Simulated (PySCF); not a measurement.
```xyz
3

Zn     0.0025    -0.0119     0.0009
Cl     0.2717    -2.1095    -0.0849
H     -0.1912     1.4970     0.0626
```

Charge 0, multiplicity 1.

Problem. Give the Mulliken and meta-Löwdin atomic charges from PBE-D3(BJ)/def2-TZVP // BP86-D3(BJ)/def2-SVP run with PySCF.

Solution. 
| atom | Mulliken (e) | meta-Löwdin (e) |
|---|---|---|
| Zn1 | 0.29 | 0.98 |
| Cl2 | -0.31 | -0.66 |
| H3 | 0.02 | -0.32 |
